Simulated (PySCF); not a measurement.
B3LYP has the VWN-RPA correlation part, as in Gaussian. Excitations are Tamm–Dancoff values on a coarser integration grid. The basis has no diffuse functions, so Rydberg states are missing or too high.

Cartesian coordinates (Å):
```xyz
15

C      1.4294     0.3313    -0.5030
C     -0.0328    -0.0117    -0.2115
C     -0.1264    -1.3116     0.5861
C     -0.7090     1.1334     0.5410
S     -0.8238    -0.2309    -1.8761
H      1.9646     0.4762     0.4381
H      1.5116     1.2501    -1.0853
H      1.9217    -0.4715    -1.0535
H      0.3761    -1.1944     1.5508
H      0.3436    -2.1351     0.0492
H     -1.1659    -1.5808     0.7800
H     -0.6562     2.0611    -0.0281
H     -0.2156     1.2890     1.5050
H     -1.7597     0.9117     0.7341
H     -2.0576    -0.5165    -1.4269
```
Charge 0, multiplicity 1.

### Question
Estimate the HOMO–LUMO gap, HOMO, S1 oscillator strength, S1–T1 gap (TDA) and LUMO that B3LYP-D3(BJ)/def2-TZVP in PySCF returns for this input.

### Answer

The HOMO–LUMO gap is 6.60 eV, the HOMO is -6.46 eV and the S1 oscillator strength is 0.002. The S1–T1 gap (TDA) comes out as 0.48 eV and the LUMO is 0.14 eV.
